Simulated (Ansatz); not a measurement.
Consider the ligand exchange at a Ge–C bond: `C[CH2][GeH2][SiH3]` + HCl → `[SiH3][GeH2][Cl]` + `CC`.

Gas-phase electronic energies from Ansatz, PBE0-D4/def2-TZVP geometries. CCSD(T)/CBS is the MP2 limit (def2-TZVPP, def2-QZVPP) plus CCSD(T) − MP2 in def2-TZVPP, frozen cores. This one scheme is used for every species. Functionals use def2-TZVPP. B3LYP here is the variant with VWN-RPA as its local correlation; programs differ in this. For Ge outer-core shells are correlated without core-valence functions, which leaves a few kJ/mol of doubt a bond. Scalar relativity is left out up to krypton. One conformer a species, not always the lowest.

`C[CH2][GeH2][SiH3]`:

Z-matrix (Å, degrees):
```
C
C 1 1.521
H 1 1.093 2 111.5
H 1 1.093 2 111.7 3 -120.0
H 1 1.094 2 111.4 3 120.0
Ge 2 1.967 1 113.1 3 59.3
H 2 1.093 1 110.9 3 -179.6
H 2 1.093 1 110.8 3 -61.4
Si 6 2.383 2 111.3 1 61.7
H 6 1.543 2 110.0 1 -176.9
H 6 1.544 2 109.1 1 -59.1
H 9 1.489 6 110.0 2 59.8
H 9 1.488 6 110.7 2 -59.6
H 9 1.487 6 111.1 2 179.9
```

HCl:

Z-matrix (Å, degrees):
```
Cl
H 1 1.279
```

`[SiH3][GeH2][Cl]`:

Cartesian coordinates in Å:
```
Si -0.769 -0.972 0.109
Ge 0.587 0.982 0.029
Cl 2.199 0.554 -1.357
H -1.903 -0.752 1.046
H 0.055 -2.112 0.583
H -1.292 -1.252 -1.251
H 1.258 1.332 1.367
H -0.134 2.221 -0.526
```

`CC`:

Z-matrix (Å, degrees):
```
C
C 1 1.519
H 1 1.093 2 111.4
H 1 1.093 2 111.4 3 120.0
H 1 1.093 2 111.4 3 -120.0
H 2 1.093 1 111.4 3 180.0
H 2 1.093 1 111.4 3 -60.0
H 2 1.093 1 111.4 3 60.0
```

Q: Is it downhill or uphill in electronic energy at CCSD(T)/CBS, and by how much? (An estimate is asked.)

A: Computed: Downhill: ΔE = -20.7 kcal/mol.

Q: What do these levels give: PBE-D4, r2SCAN-D4, B3LYP-D4, ωB97X-V, ωB97M-V, B2PLYP, PBE, MP2/def2-TZVPP, SCS-MP2/def2-TZVPP, CCSD(T)/def2-TZVPP, SCS-MP2/def2-QZVPP, CCSD/CBS(def2)? (Estimate.)

A: Ansatz gave: PBE-D4 -21.6, r2SCAN-D4 -22.9, B3LYP-D4 -23.2, ωB97X-V -22.7, ωB97M-V -22.5, B2PLYP -23.5, PBE -22.7, MP2/def2-TZVPP -20.6, SCS-MP2/def2-TZVPP -21.8, CCSD(T)/def2-TZVPP -20.4, SCS-MP2/def2-QZVPP -22.1, CCSD/CBS(def2) -21.4 kcal/mol.

Largest T1 diagnostic among the species: 0.011.

The D4 term adds +1.6 kcal/mol with B3LYP and +1.0 kcal/mol with PBE0; it sums over pairs of atoms, weighted by their polarisabilities, and B3LYP, whose exchange is more repulsive, gets the larger term. In def2-TZVPP, CCSD(T) changes the Hartree–Fock value by +7.7 kcal/mol (the triples alone add +0.7 kcal/mol) and MP2 by +7.5 kcal/mol.
